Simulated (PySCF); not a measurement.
Compound: C3H10N2Si2.
Cartesian coordinates in Å at the GFN2-xTB level; atoms count from 1:
```xyz
17
C3H10N2Si2 angstrom
C      1.8400   -1.7848   -1.7051
C      1.3545   -1.8079   -0.6112
C      0.7677   -1.7250    0.7176
N      0.5094   -0.3690    1.1465
Si    -0.8603    0.5214    0.5758
N     -0.7096    1.9767    1.4975
Si    -0.9482    1.1501   -1.6426
H      2.2655   -1.8057   -2.6638
H      1.4416   -2.2137    1.4342
H     -0.1831   -2.2668    0.7179
H      1.3673    0.1537    1.2500
H     -1.9774   -0.3587    0.9928
H     -0.5732    1.8996    2.4930
H     -1.3521    2.7260    1.3044
H      0.2740    1.7949   -2.1372
H     -1.1892    0.0143   -2.5400
H     -2.0337    2.1068   -1.9069
```

PySCF, density fitting, gas phase, GFN2-xTB geometry. The standard run uses grid level 2 after a coarse-grid start, the def2-universal JK fitting basis (with tight functions added where the orbital basis needs them), an energy threshold of 1e-9 Eh and DIIS. The changed runs have no coarse-grid stage.

Problem. Standard PBE0/def2-SVPD: E = -807.935472 Eh, HOMO -6.867 eV, LUMO -0.024 eV, dipole 1.156 D, 14 cycles (coarse-grid cycles included). What changes at PBE0/def2-SVPD with: energy threshold 1e-07 Eh, level shift 0.2 Eh?

Solution. E = -807.935471 Eh (+0.001 mEh), HOMO -6.867 eV (0.000), LUMO -0.024 eV (0.000), dipole 1.156 D (0.000), 9 SCF cycles. The result matches the standard run within 0.02 mEh and 0.003 eV; such settings steer the iterations and don't enter the energy expression.

The cycles:
```
cycle   1  E = -807.8584681738  dE =  6.212e-01  |g| = 5.364e-01  |ddm| = 7.978e+00
cycle   2  E = -807.8943932505  dE = -3.593e-02  |g| = 4.403e-01  |ddm| = 2.124e+00
cycle   3  E = -807.9342835254  dE = -3.989e-02  |g| = 6.188e-02  |ddm| = 7.122e-01
cycle   4  E = -807.9353204178  dE = -1.037e-03  |g| = 2.300e-02  |ddm| = 1.678e-01
cycle   5  E = -807.9354513249  dE = -1.309e-04  |g| = 8.220e-03  |ddm| = 6.978e-02
cycle   6  E = -807.9354693035  dE = -1.798e-05  |g| = 2.047e-03  |ddm| = 2.628e-02
cycle   7  E = -807.9354708037  dE = -1.500e-06  |g| = 6.489e-04  |ddm| = 1.329e-02
cycle   8  E = -807.9354710188  dE = -2.151e-07  |g| = 2.316e-04  |ddm| = 4.323e-03
cycle   9  E = -807.9354710530  dE = -3.422e-08  |g| = 9.915e-05  |ddm| = 1.761e-03
```

Problem. What changes at PBE0/def2-SVPD with: energy threshold 1e-07 Eh, level shift 0.2 Eh?

Solution. E = -807.935472 Eh (0.000 mEh), HOMO -6.867 eV (0.000), LUMO -0.024 eV (0.000), dipole 1.156 D (0.000), 9 SCF cycles. The result matches the standard run within 0.02 mEh and 0.003 eV; such settings steer the iterations and don't enter the energy expression.

The cycles:
```
cycle   1  E = -807.8584694422  dE =  6.213e-01  |g| = 5.364e-01  |ddm| = 7.978e+00
cycle   2  E = -807.8943945420  dE = -3.593e-02  |g| = 4.403e-01  |ddm| = 2.124e+00
cycle   3  E = -807.9342844155  dE = -3.989e-02  |g| = 6.188e-02  |ddm| = 7.122e-01
cycle   4  E = -807.9353212989  dE = -1.037e-03  |g| = 2.300e-02  |ddm| = 1.678e-01
cycle   5  E = -807.9354522025  dE = -1.309e-04  |g| = 8.220e-03  |ddm| = 6.978e-02
cycle   6  E = -807.9354701805  dE = -1.798e-05  |g| = 2.047e-03  |ddm| = 2.628e-02
cycle   7  E = -807.9354716808  dE = -1.500e-06  |g| = 6.489e-04  |ddm| = 1.330e-02
cycle   8  E = -807.9354718959  dE = -2.151e-07  |g| = 2.316e-04  |ddm| = 4.324e-03
cycle   9  E = -807.9354719301  dE = -3.422e-08  |g| = 9.915e-05  |ddm| = 1.762e-03
```
